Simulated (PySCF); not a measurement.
Species: C8H9FO.
SMILES with atom numbers: `[CH:1]#[C:2][C@@H:3]1[CH2:4][C@@H:5]([F:6])/[C:7]1=[CH:8]/[O:9][CH3:10]`

NICS = −σ at a ghost point: NICS(0) at the centroid of the ring atoms, NICS(1) 1 Å to either side along the normal of their mean plane, zz for the tensor component along that normal. Level: GIAO PBE0/pcSseg-1 (PySCF, non-relativistic, gas phase) on the PBE0-D3(BJ)/def2-SVP geometry, one conformer.

Ring bond lengths (Å), with Mayer bond orders in brackets: C3–C4 1.560 (1.01), C4–C5 1.534 (1.03), C5–C7 1.505 (1.01), C7–C3 1.531 (0.95).

Q: Give the NICS values of each ring in ppm.

A: 
```csv
ring,type,NICS(0),"NICS(1), two faces","NICS(1)zz, two faces",rms pucker (Å),"centre to ring atoms, mean (Å)"
C3–C4–C5–C7,4-membered carbocycle; formal bonds all single,-1.9,-1.4 / -2.2,3.0 / 0.4,0.09,1.08
```

Q: What can be read from them?

A: 
- C3–C4–C5–C7: mean NICS(1)zz 1.7 ppm, near zero. C3, C4, C5 have four or more neighbours, and the NICS criterion for π rings isn't applied.

Q: How shielded are the nuclei of the rings and their hydrogens (means over atoms taken as equivalent)?

A: 
| atoms | environment | σ isotropic (ppm) |
| --- | --- | --- |
| C3 | allylic carbon | 158.6 |
| C4 | four-membered-ring carbon | 145.4 |
| C5 | sp3 C–F carbon | 96.1 |
| C7 | fully substituted alkene carbon | 70.9 |
| H on C3 | methine hydrogen | 27.35 |
| H on C4 | methylene hydrogen | 28.84 |
| H on C4 | methylene hydrogen | 28.98 |
| H on C5 | methine hydrogen | 25.73 |

Q: How do the values depend on the level or the medium?

A: 
```csv
level,"NICS(0), C3–C4–C5–C7","mean NICS(1)zz, C3–C4–C5–C7"
"PBE0/pcSseg-1, gas",-1.9,1.7
"mPW1PW91/pcSseg-1, gas",-1.9,1.7
```

The geometry is the same throughout.

The values belong to the conformer `[CH:1]#[C:2][C@@H:3]1[CH2:4][C@@H:5]([F:6])/[C:7]1=[CH:8]/[O:9][CH3:10]`: C7–C8–O9–C10 1°.
